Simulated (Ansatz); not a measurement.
Ansatz results at the PBE0-D4/def2-TZVP geometry: HOMO–LUMO gap (PBE0/def2-TZVPP) 7.22 eV; size of the dipole moment (B3LYP/def2-TZVPP) 2.09 D; LUMO energy (ωB97M-V/def2-TZVPP) 1.19 eV.

**Question.** Which molecule gave them?
A. `CC1=C[SiH]1F`
B. `ClC[SiH2]Cl`
C. `C#CC(N)(F)S`
D. `FC1C=C1[SiH3]`

**Answer.** D. The others give `C#CC(N)(F)S`: 6.96, 2.08, 1.62; `ClC[SiH2]Cl`: 8.26, 0.55, 1.82; `CC1=C[SiH]1F`: 7.32, 1.85, 1.94.

B3LYP here is the variant with VWN-RPA as its local correlation; programs differ in this.
